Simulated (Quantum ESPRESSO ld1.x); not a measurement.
S2+, 14 electrons, occupied as [He] 2s2 2p5.5 3s2 3p2 3d0.5 (fractional occupations, a model configuration). All-electron calculation, scalar-relativistic Kohn-Sham, LDA (Slater exchange, VWN5 correlation), spin-polarised, spherical densities, point nucleus; open shells are filled with parallel spins first. Program: ld1.x of Quantum ESPRESSO 7.5. Some entries of the table are withheld. Estimate them.

| orbital | occ. | eigenvalue (hartree) | <r> (bohr) |
|---|---|---|---|
| 1s up | 1 | -89.8195 | 0.09714 |
| 1s down | 1 | -89.7627 | 0.09710 |
| 2s up | 1 | -9.18172 | 0.4747 |
| 2s down | 1 | -9.09820 | 0.4750 |
| 2p up | 3 | -7.23021 | 0.4342 |
| 2p down | 2.5 | -7.13467 | 0.4348 |
| 3s up | 1 | -1.58782 | 1.519 |
| 3s down | 1 | -1.47553 | 1.536 |
| 3p up | 2 | -1.15599 | 1.671 |
| 3p down | 0 | -1.04966 | 1.708 |
| 3d up | 0.5 | -0.56517 | 2.130 |
| 3d down | 0 | -0.48251 | 2.310 |
| 4s up | 0 | -0.46302 | 3.759 |
| 4s down | 0 | -0.43349 | 3.927 |
| 4p up | 0 | (1) | 4.329 |
| 4p down | 0 | (2) | 4.550 |
| 4d up | 0 | -0.21318 | 5.905 |
| 4d down | 0 | -0.20000 | 6.275 |
| 4f up | 0 | -0.15094 | 6.731 |
| 4f down | 0 | -0.14530 | 7.169 |

Answer. 
(1) 4p up eigenvalue (hartree): -0.35441
(2) 4p down eigenvalue (hartree): -0.33259
